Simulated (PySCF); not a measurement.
Compound: C4H7N3Si.
SMILES: `C=Cc1n[nH]nc1[SiH3]`

Torsions of this conformer, `[CH2:1]=[CH:2][c:3]1[n:4][nH:5][n:6][c:7]1[SiH3:8]`: C1–C2–C3–N4 0°.

The closed-shell ground state was solved at several levels (PySCF, density fitting, gas phase, non-relativistic). Isolated species at its PBE0-D3(BJ)/def2-SVP geometry (one conformer only).

```csv
level,basis functions,total energy (Eh),HOMO (eV),LUMO (eV),gap (eV),dipole (D)
B97-2/pcSseg-1,178,-610.1790,-6.80,-1.10,5.70,0.55
PBE0/def2-SVPD,220,-609.5329,-7.06,-1.14,5.92,0.58
```

Task: Estimate the row for PBE0/pcSseg-1, a basis of 178 functions; the other rows only guide the guess.

Result: Total energy -609.7886 Eh, HOMO -7.04 eV, LUMO -1.05 eV, gap 5.99 eV, dipole 0.55 D.

Task: Over all these levels, which gives the widest orbital gap and which the narrowest?

Result: PBE0/pcSseg-1 (global hybrid, 25 % exact exchange) has the widest, 5.99 eV, and B97-2/pcSseg-1 (global hybrid, 21 % exact exchange) the narrowest, 5.70 eV. The two share the basis. From the narrowest to the widest the HOMO moves by -0.24 eV and the LUMO by +0.05 eV.

Task: How far do the dipole and the HOMO energy spread over the levels?

Result: The dipole runs from 0.55 to 0.58 D (mean 0.56 D) and the HOMO from -7.06 to -6.80 eV.
